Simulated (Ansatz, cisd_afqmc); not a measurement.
System: SF$_{6}$, charge 0, singlet. SF6 (hexafluoro-λ6-sulfane, SMILES FS(F)(F)(F)(F)F).
B3LYP-D3(BJ)/def2-TZVP minimum from Ansatz (a program for electronic structure):
```xyz
7

F      0.6290    -0.4582    -1.3732
S      0.0000     0.0000     0.0000
F      1.2744    -0.5348     0.7623
F     -0.6866    -1.4125     0.1568
F     -1.2744     0.5348    -0.7623
F      0.6866     1.4125    -0.1568
F     -0.6290     0.4582     1.3732
```
Charge 0, spin multiplicity 1.

Total energies in cc-pV(T+d)Z, 48 correlated electrons, 11 frozen orbitals. Open shells are spin-unrestricted; no spin-orbit coupling. Correlated methods leave the cores frozen. No relativity. AFQMC/CISD: phaseless, guided by CISD from CCSD amplitudes; bars are statistical, one sigma. Outlying blocks are dropped, and bars are widened where a walk drifts. Over all cases where full CI ran beside it in this data, AFQMC minus full CI had a median of +0.1 mEh and passed +0.4 mEh in a tenth of the cases.

| method | program | energy (Eh) | minus AFQMC/CISD (mEh) |
|---|---|---|---|
| HF | Ansatz | -994.31464 | 1784.6 ± 0.7 |
| MP2 | Ansatz | -996.05146 | 47.8 ± 0.7 |
| CCSD | Ansatz | -996.04129 | 58.0 ± 0.7 |
| CCSD(T) | Ansatz | -996.09805 | 1.2 ± 0.7 |
| AFQMC/CISD | cisd_afqmc | -996.0993 ± 0.0007 | 0.0 |
